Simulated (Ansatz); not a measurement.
GeH2MeCl (CH₅ClGe). The state is a singlet with charge 0. Geometry B3LYP-D4/def2-TZVP; atoms count from 1.

```xyz
8

Ge   -0.5624   -0.4179   -0.5475
H    -0.7833   -1.9118   -0.2578
H    -0.3307   -0.1798   -2.0487
C     0.8321    0.3707    0.5691
H     1.7829   -0.1306    0.3829
H     0.5687    0.2582    1.6198
H     0.9351    1.4299    0.3384
Cl   -2.4423    0.5813   -0.0562
```

Q: Estimate the Mulliken populations from the PBE0/def2-TZVP orbitals of Ansatz.

A: 
```tsv
atom	charge (e)
Ge1	0.34
H2	0.02
H3	0.02
C4	-0.49
H5	0.15
H6	0.16
H7	0.16
Cl8	-0.35
```
Mulliken values depend strongly on the basis.

Q: And the Mayer bond orders between heavy atoms (over 0.3)?

A: Ge1–C4 0.94 (1.95 Å); Ge1–Cl8 0.98 (2.18 Å).
